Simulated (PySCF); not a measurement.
Compound: C₃H₆BNO₂.
Geometry (GFN2-xTB, Å), atoms numbered from 1 in this order:
```
atom  x, y, z in Å
C1    -0.2207    1.3460   -1.1203
C2    -0.2945    0.2845   -0.3111
C3    -1.6103   -0.3527   -0.1310
N4    -1.9587   -1.1987    0.7315
B5     0.9859   -0.2708    0.4543
O6     2.2432   -0.1371   -0.0465
O7     0.8449   -0.9047    1.6361
H8    -1.0877    1.7311   -1.6357
H9     0.6952    1.8968   -1.2715
H10   -2.3819   -0.0335   -0.8311
H11   -1.2145   -1.4659    1.3747
H12    2.3238    0.3064   -0.8887
H13    1.6710   -1.2009    2.0216
```

The closed-shell ground state was solved at several levels (PySCF, density fitting, gas phase, non-relativistic).

| level | basis functions | total energy (Eh) | HOMO (eV) | LUMO (eV) | gap (eV) | dipole (D) |
| --- | --- | --- | --- | --- | --- | --- |
| B3LYP/pcJ-1 | 249 | -348.0814 | -6.88 | -1.63 | 5.25 | 3.85 |
| PBE0/pcSseg-1 | 149 | -347.6226 | -7.17 | -1.45 | 5.72 | 3.84 |

(1) Estimate the row for wB97X-D/def2-SVPD, a basis of 194 functions; the other rows only guide the guess.

(2) Over all these levels, which gives the widest orbital gap and which the narrowest?

(3) How far do the dipole and the HOMO energy spread over the levels?

Results:

(1) Total energy -347.7078 Eh, HOMO -9.17 eV, LUMO 0.24 eV, gap 9.41 eV, dipole 3.85 D.

(2) wB97X-D/def2-SVPD (range-separated hybrid) has the widest, 9.41 eV, and B3LYP/pcJ-1 (global hybrid, 20 % exact exchange) the narrowest, 5.25 eV. Functional and basis both differ between the two, so the spread mixes both effects.

(3) The dipole runs from 3.84 to 3.85 D (mean 3.84 D) and the HOMO from -9.17 to -6.88 eV.

One conformer stands for the species.

Note: wB97X-D ran without an empirical dispersion term, which enters the total energy and its gradient alone.
